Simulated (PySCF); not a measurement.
C₃H₆GeO, SMILES [GeH2]([CH2]C#C)[OH].

Geometry optimised at B3LYP-D3(BJ)/def2-SVP. The structure was generated by enumeration, and PubChem lists no compound with its InChIKey, so it may never have been made. One conformer was computed; it need not be the lowest.

Method: PySCF with TDA-B3LYP/def2-SVPD.

Vertical excitations. Isolated molecule, no solvent. State labels are in the subgroup Cs.

Computed UV-visible absorptions:
| state | symmetry | energy (eV) | λ (nm) | f | main pairs |
|---|---|---|---|---|---|
| S1 | A' | 6.15 | 202 | 0.008 | HOMO→LUMO 94 % |
| S2 | A" | 6.35 | 195 | 0.001 | HOMO→LUMO+3 51 %, HOMO−1→LUMO 21 %, HOMO−1→LUMO+1 11 %, HOMO−1→LUMO+2 8 % |
| S3 | A" | 6.46 | 192 | 0.000 | HOMO→LUMO+3 43 %, HOMO−1→LUMO 42 %, HOMO−1→LUMO+1 7 % |
| S4 | A' | 6.57 | 189 | 0.049 | HOMO→LUMO+1 35 %, HOMO−1→LUMO+3 32 %, HOMO→LUMO+2 20 %, HOMO→LUMO+4 7 % |
| S5 | A" | 6.68 | 186 | 0.001 | HOMO−2→LUMO 48 %, HOMO−1→LUMO+2 20 %, HOMO−1→LUMO 13 %, HOMO−1→LUMO+1 10 % |
| S6 | A' | 6.69 | 185 | 0.002 | HOMO→LUMO+2 51 %, HOMO→LUMO+1 46 % |
| S7 | A" | 6.71 | 185 | 0.010 | HOMO−2→LUMO 50 %, HOMO−1→LUMO 20 %, HOMO−1→LUMO+2 17 % |
| S8 | A" | 7.04 | 176 | 0.009 | HOMO−1→LUMO+1 56 %, HOMO−1→LUMO+2 40 % |
| S9 | A' | 7.28 | 170 | 0.067 | HOMO→LUMO+4 61 %, HOMO→LUMO+2 16 %, HOMO→LUMO+1 12 % |
| S10 | A' | 7.58 | 164 | 0.049 | HOMO→LUMO+5 89 % |
| T1 | A' | 5.24 | 237 | 0 | HOMO−1→LUMO+3 26 %, HOMO→LUMO+2 21 %, HOMO→LUMO+1 17 %, HOMO→LUMO+4 16 % |
| T2 | A' | 5.72 | 217 | 0 | HOMO−1→LUMO+3 67 % |
| T3 | A" | 5.73 | 217 | 0 | HOMO→LUMO+3 54 %, HOMO−1→LUMO+2 12 %, HOMO−1→LUMO+1 11 %, HOMO−1→LUMO+4 10 % |
| T4 | A' | 6.09 | 203 | 0 | HOMO→LUMO 78 %, HOMO→LUMO+2 14 % |
Triplets are in the Tamm–Dancoff approximation.
